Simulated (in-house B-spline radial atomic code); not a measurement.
Values are calculated unless marked as measured or tabulated.
# Pd in an electron gas of r_s = 1.65: phase shifts, screening and friction

A nucleus sits in a uniform electron gas with a rigid positive background. The Kohn-Sham equations are solved self-consistently in the spin-unpolarised LDA (PW92), non-relativistic, on B-splines with outgoing waves at the boundary and partial waves to l = 8. The model has no lattice, no bands and no magnetic solution. Atomic units; δ_l are the phase shifts at the Fermi level, counted so that each bound state adds π, and good to about 0.0005.

The density parameter is r_s = 1.65 bohr.

| l | δ_l (rad) |
| --- | --- |
| 0 | 11.9438 |
| 1 | 9.4531 |
| 2 | 6.0140 |
| 3 | 0.1969 |
| 4 | 0.0397 |
| 5 | 0.0091 |
| 6 | 0.0023 |
| 7 | 0.0004 |
| 8 | 0.0001 |

Bound levels below the band bottom (hartree): s -21.63, p -18.15, d -11.69, s -2.539, p -1.474 and deeper ones.

Check the Friedel sum rule, and say where the screening charge sits.

k_F = (9π/4)^(1/3)/r_s = 1.16313. The rule is Z = (2/π) Σ (2l + 1) δ_l. The terms are s 7.604, p 18.054, d 19.143, f 0.877 and 0.315 beyond, in all 45.993 against Z = 46. Bound states hold 8 s, 18 p, 10 d electrons, so the scattering states carry 9.99 in all; where a term is smaller than its bound count, the bound level has drawn weight out of the band.

Find the transport cross section and the electronic stopping of a 10 keV Pd ion (mass 106.42 u).

σ_tr = (4π/k_F²) Σ (l + 1) sin²(δ_l − δ_(l+1)). The terms for l = 0 to 3 are 0.3671, 0.1719, 0.6059, 0.0980, all together 1.2479, so σ_tr = 9.289 × 1.2479 = 11.591 bohr². With n = 3/(4π r_s³) = 0.05314, the friction coefficient is Q = n k_F σ_tr = 0.7165. For v well below v_F = 1.163, dE/dx = Q v; with 24801 eV per u at v = 1, v = √(10000/(24801 × 106.42)) = 0.0616, so dE/dx = 0.04410 hartree/bohr = 22.7 eV/nm. The largest term couples the d and f waves.
